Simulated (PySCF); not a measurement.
The multiplicity is imposed and other spin states were not computed.

Cartesian coordinates (Å):
```xyz
8

Cd     0.0094    -0.1165    -0.0234
C      0.4531    -0.7977     1.9074
H      1.2232    -0.1671     2.3780
H      0.8211    -1.8346     1.8753
H     -0.4487    -0.7730     2.5388
N     -0.3412     0.6945    -1.8353
H     -1.3288     0.7648    -2.0862
H      0.1096     0.2092    -2.6127
```
Charge 0, spin multiplicity 1.

### Question
What charge on the central atom (Mulliken), LUMO, HOMO, HOMO–LUMO gap, total energy and dipole moment does PBE-D3(BJ)/def2-TZVP // r2SCAN-D4/def2-SVP (PySCF) give?

### Answer

The charge on the central atom (Mulliken) is 0.62 e, the LUMO is -0.97 eV and the HOMO is -5.17 eV. The HOMO–LUMO gap comes out as 4.20 eV and the total energy comes out as -263.5408 Ha. The dipole moment is 1.13 D.
